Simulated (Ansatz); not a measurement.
The cluster Be₃Br₄⁺. Total charge 1; doublet. Geometry PBE0-D4/def2-SVP, basis def2-TZVP, Ansatz.

```xyz
7

Be    1.012   -0.155   -1.116
Be   -0.227    0.789    1.625
Be   -1.205   -0.950    0.979
Br    1.193    1.556    0.340
Br   -2.373    0.708    1.686
Br    2.225   -0.267   -2.653
Br   -0.626   -1.681   -0.861
```

| run | HOMO (eV) | LUMO (eV) |
| --- | --- | --- |
| A | -9.92 | -8.25 |
| B | -13.79 | -4.18 |
| C | -11.05 | -7.48 |
| D | -10.30 | -7.75 |

Another isomer (doublet) lies 0.73 eV lower at PBE0-D4/def2-TZVP; other spin states weren't run for this one.

HOMO and LUMO are taken over both spins.

Task: The runs used HF, PBE, PBE0, r2SCAN. Estimate which is which.

Result: A PBE (0 % exact exchange); B HF (100 % exact exchange); C PBE0 (25 % exact exchange); D r2SCAN (0 % exact exchange). Exact exchange lowers occupied and raises empty levels; among semilocal functionals meta-GGAs tend to open the gap a little, and such runs are hard to tell apart. The gap grows from 1.68 eV (PBE) to 9.61 eV (HF).
